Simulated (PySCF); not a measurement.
**Working out the excitation energy of Ge**

Ge [Ar] 3d10 4s2 4p2 (3P) → Ge [Ar] 3d10 4s1 4p3 (5S). All numbers are calculated (PySCF 2.14, the spin-free X2C one-electron Hamiltonian (Gaussian nucleus), in aug-cc-pVTZ-DK). Frozen: [Ar] 3d10. Energies in hartree (1 hartree = 27.21139 eV):

| part | Ge (lower) | Ge (upper) |
| --- | --- | --- |
| UHF | -2097.051689 | -2096.923331 |
| CCSD correlation | -0.064794 | -0.024754 |
| (T) | -0.001877 | -0.000378 |

Task: What does Hartree-Fock give?

Result: (-2096.923331) − (-2097.051689) = 0.128358 hartree = 3.493 eV.

Task: What do CCSD and CCSD(T) give?

Result: The CCSD correlation energies differ by 0.040040 hartree = 1.090 eV and the triples by 0.001499 hartree = 0.041 eV, so CCSD gives 4.583 eV and CCSD(T) 4.624 eV.

Measured between the centres of the two terms (NIST): 5.078 eV, so CCSD(T) (valence) is off by -0.454 eV.

What remains against the reference includes basis incompleteness, the frozen core and higher excitations.
